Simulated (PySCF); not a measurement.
```xyz
5
charge 0 multiplicity 1, angstrom
Cr   -0.1582    0.2650    0.0000
N     0.4559   -1.0891    0.0000
H     1.6604    1.1111    0.0000
H     1.2778    1.7797    0.0000
H    -1.8245    0.3065    0.0000
```

These are results of PBE0/[Cr def2-TZVP, N def2-TZVP, H def2-TZVP], no relativity, density fitting, PySCF, not measurements.

This geometry of H₃CrN is a stationary point at this level.

Q: What is the point group?

A: Cs.

Q: Is it a minimum?

A: No: it has 1 imaginary mode, at 373i cm⁻¹ (a'').

Q: List the harmonic modes with their infrared intensities.

A: 
```csv
symmetry,ω (cm⁻¹),IR (km/mol)
a'',373i,–
a',102,3.2
a',499,89.7
a'',551,0.3
a',576,5.0
a',920,12.0
a',1250,130
a',1727,161
a',4030,25.0
```

Q: What are the dipole moment and the gap between the highest occupied and lowest empty levels?

A: 4.67 D and 3.70 eV.

Stability towards spin polarisation was not tested. Other isomers or separated fragments may lie lower. At this level a singlet minimum of C1 symmetry lies 84 kJ/mol below this structure.
